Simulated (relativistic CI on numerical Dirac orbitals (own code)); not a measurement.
## Magnetism of Zr²⁺, 4d2, in a crystal field

Calculated by Dirac-Coulomb-Breit CI, separate exchange-only KLI orbitals for each configuration, model QED, valence Slater integrals scaled by 0.85, one configuration in a parametric crystal field (own radial code).

Field parameters in Wybourne normalisation: Oh B⁴₀ = 21Dq, B⁴₄ = √(5/14) B⁴₀. The field is a parameter set, without covalency.

S is read from ⟨S²⟩ = S(S + 1).

Powder χT (cm³ K mol⁻¹) by Van Vleck's formula, with temperature-independent terms:

| Field | 2 K | 5 K | 10 K | 20 K | 50 K | 100 K | 200 K | 300 K |
| --- | --- | --- | --- | --- | --- | --- | --- | --- |
| Oh, 10Dq = 4700 cm⁻¹ | 0.00365 | 0.00912 | 0.0183 | 0.0381 | 0.105 | 0.209 | 0.404 | 0.583 |
| Oh, 10Dq = 8500 cm⁻¹ | 0.00733 | 0.0183 | 0.0369 | 0.0705 | 0.142 | 0.244 | 0.439 | 0.614 |
| Oh, 10Dq = 12250 cm⁻¹ | 0.0127 | 0.0318 | 0.0605 | 0.0973 | 0.166 | 0.267 | 0.463 | 0.634 |
| Oh, 10Dq = 16000 cm⁻¹ | 0.0196 | 0.0484 | 0.0824 | 0.117 | 0.183 | 0.285 | 0.48 | 0.649 |
| Oh, 10Dq = 19800 cm⁻¹ | 0.0278 | 0.0657 | 0.1 | 0.132 | 0.196 | 0.298 | 0.494 | 0.661 |
| Oh, 10Dq = 23550 cm⁻¹ | 0.0368 | 0.0814 | 0.114 | 0.143 | 0.207 | 0.309 | 0.504 | 0.67 |
| Oh, 10Dq = 27350 cm⁻¹ | 0.0464 | 0.095 | 0.125 | 0.152 | 0.215 | 0.317 | 0.513 | 0.677 |
| Oh, 10Dq = 31100 cm⁻¹ | 0.056 | 0.106 | 0.133 | 0.159 | 0.222 | 0.324 | 0.521 | 0.683 |

**Question.** For Oh, 10Dq = 8500 cm⁻¹: what effective moment follows at 300 K?

**Answer.** μ_eff = √(8χT) = 2.22 μB. The ground level has S = 1.00; the spin-only moment for S = 1 is 2.83 μB. The difference comes from the orbital moment, spin-orbit mixing of terms and temperature-independent paramagnetism, all larger in this ionic model than in covalent complexes.
